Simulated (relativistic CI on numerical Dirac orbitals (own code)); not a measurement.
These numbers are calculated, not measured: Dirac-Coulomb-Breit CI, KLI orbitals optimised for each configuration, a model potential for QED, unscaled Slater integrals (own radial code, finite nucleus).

CI space (outside the closed core [Ar] 3d10): 4s2.4p6.4d10, 4s2.4p6.4d9.4f, 4s2.4p6.4d9.5s, 4s2.4p6.4d9.5p, 4s2.4p6.4d9.5d, 4s2.4p5.4d10.4f, 4s2.4p6.4d9.6s, 4s2.4p6.4d9.6p, 4s2.4p6.4d9.5f, 4s2.4p6.4d9.6d, 4s.4p6.4d10.4f, 4s2.4p6.4d9.5g, 4s2.4p6.4d9.7s, 4s2.4p5.4d10.5s, 4s2.4p6.4d9.7p, 4s2.4p6.4d9.6f, 4s2.4p5.4d10.5p, 4s2.4p5.4d10.5d, 4s.4p6.4d10.5s, 4s2.4p5.4d10.6s, 4p6.4d10.4f2, 4p6.4d9.4f3, 4p6.4d9.4f2.5s, 4p6.4d9.4f2.5p, 4p6.4d9.4f2.5d, 4p5.4d10.4f3, 4p6.4d9.4f2.6s. Double excitations out of closed p, d and f shells are left out; levels of such configurations are missing from the list, as are those of other unlisted configurations, and high levels can miss mixing partners. These lack a partner that the ground configuration has and come out too high: 4s2.4p6.4d9.6p, 4s2.4p6.4d9.5f, 4s2.4p6.4d9.6d, 4s2.4p6.4d9.5g, 4s2.4p6.4d9.7s.

At this charge configurations can still be misplaced by up to about 7 % of their energy. Levels and lines within the n = 5 or 6 shells can be off by up to 10 % or somewhat more, and those that change n by about 2 %, since core polarisation is missing.

Outline of the computed level scheme of Xe IX. Lowest level of each configuration: 4s2.4p6.4d10 1S_0 at 0.0000 eV; 4s2.4p6.4d9.5s 3D_3 at 56.4646 eV; 4s2.4p6.4d9.5p 3P°_2 at 71.1986 eV; 4s2.4p6.4d9.4f 3P°_0 at 81.6296 eV; 4s2.4p6.4d9.5d 3S_1 at 96.0317 eV.

Some strong electric-dipole decays among the lowest 45 levels: 4s2.4p6.4d9.5p 1P°_1 → 4s2.4p6.4d10 1S_0 (8.1e+10 s⁻¹); 4s2.4p6.4d9.5d 3G_4 → 4s2.4p6.4d9.5p 3F°_3 (1.8e+10 s⁻¹); 4s2.4p6.4d9.5d 3G_5 → 4s2.4p6.4d9.5p 3F°_4 (1.7e+10 s⁻¹); 4s2.4p6.4d9.5p 3D°_1 → 4s2.4p6.4d10 1S_0 (1.5e+10 s⁻¹); 4s2.4p6.4d9.5d 3P_2 → 4s2.4p6.4d9.5p 3P°_2 (1.4e+10 s⁻¹); 4s2.4p6.4d9.5d 3S_1 → 4s2.4p6.4d9.5p 3P°_2 (1.4e+10 s⁻¹); 4s2.4p6.4d9.5d 3F_4 → 4s2.4p6.4d9.5p 3D°_3 (1.2e+10 s⁻¹); 4s2.4p6.4d9.5d 1D_2 → 4s2.4p6.4d9.5p 1D°_2 (8.3e+09 s⁻¹).

LS names give the leading component of a level, which can be under half, so a name can repeat, a term be missing and a line seem to break the LS rules.
